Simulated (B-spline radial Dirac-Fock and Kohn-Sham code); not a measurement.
## The K (1s) hole of fluorine ions: width and yield against charge

Method: a relativistic independent-particle model: LDA orbitals of the hole state, radiative multipoles to third order, Auger rates from the Coulomb interaction with a continuum orbital, Dirac-Fock energies. Computed with a radial finite-basis atomic code. Tabulated ground configurations, configuration averages; single configurations, so decays that open only by mixing (as 1s 2s² with 1s 2p² in Be-like ions) are missing and such tiny yields are far too low.

```
ion  configuration  radiative (eV)  non-radiative (eV)     yield
  F   [He] 2s2 2p5         0.00220               0.194    0.0112
 F⁺   [He] 2s2 2p4         0.00201               0.170    0.0116
F²⁺   [He] 2s2 2p3         0.00170               0.138    0.0122
F³⁺   [He] 2s2 2p2         0.00128               0.102    0.0124
F⁴⁺   [He] 2s2 2p1        0.000718              0.0696    0.0102
F⁵⁺       [He] 2s2        3.10e-12              0.0511  6.06e-11
```
